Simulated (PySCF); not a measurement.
**Polarisability and C₆ of Zn³⁺ (zinc, charge +3)**

[Ar] 3d9, 2D determinant. Calculation: PySCF 2.14, in aug-cc-pwCVTZ-DK with one added diffuse shell each of s, p, d, f, g type (11s10p8d5f4g, 152 functions); the spin-free X2C one-electron Hamiltonian (Gaussian nucleus). Coupled (time-dependent) response in atomic units; α is the mean over directions.

| method | mean α (bohr³) | α xx, yy, zz | C₆ (like pair) | S(−4) |
| --- | --- | --- | --- | --- |
| PBE | 1.594 | 1.548, 1.548, 1.687 | 3.649 | 0.8828 |

S(−4) is the Cauchy moment in α(ω) = α(0) + S(−4) ω² + …

α(iu) at PBE:

| u (hartree) | α(iu) (bohr³) |
| --- | --- |
| 0 | 1.594 |
| 0.0500 | 1.592 |
| 0.100 | 1.586 |
| 0.200 | 1.561 |
| 0.300 | 1.522 |
| 0.500 | 1.417 |
| 0.750 | 1.271 |
| 1.00 | 1.134 |
| 1.50 | 0.9105 |
| 2.00 | 0.7459 |
| 3.00 | 0.5264 |
| 5.00 | 0.3022 |

A single London oscillator, α(iu) = α/(1 + u²/ω²), gives C₆ = (3/4) ω α². Matching the computed C₆ needs ω = 4 × 3.649 / (3 × 1.594²) = 1.91 hartree.

For an ion, C₆ is the dispersion term alone; charge-induced terms of lower order in 1/R come first.

The components differ because the open shell of this determinant is not spherical; for a pure term their mean is the scalar polarisability.
